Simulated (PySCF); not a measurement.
Cs: electron affinity

Cs⁻ [Xe] 6s2 (1S) → Cs [Xe] 6s1 (2S), as a difference of total energies. Computed with PySCF 2.14 in x2c-TZVPPall with one added diffuse shell each of s, p, d type (12s8p7d2f1g, 94 functions), with the spin-free X2C one-electron Hamiltonian (Gaussian nucleus). Correlated levels: valence: [Xe] frozen. The calculations carry no spin-orbit coupling.

```tsv
method	electron affinity (eV)
UHF	-0.084
MP2 (valence)	0.253
SCS-MP2 (valence)	0.320
CCSD (valence)	0.439
```

Errors of the correlated levels include the incompleteness of this basis and the frozen core.

A negative affinity means that the anion lies above the atom at that level of theory.

With two correlated electrons CCSD is exact in that space.

The coupled-cluster amplitudes are large for Cs⁻ (T1 above 0.03 or a double amplitude above 0.15), so a single reference is strained.

For comparison: 0.472 eV (measured; photodetachment measurements, as compiled on the Wikipedia data page of electron affinities).
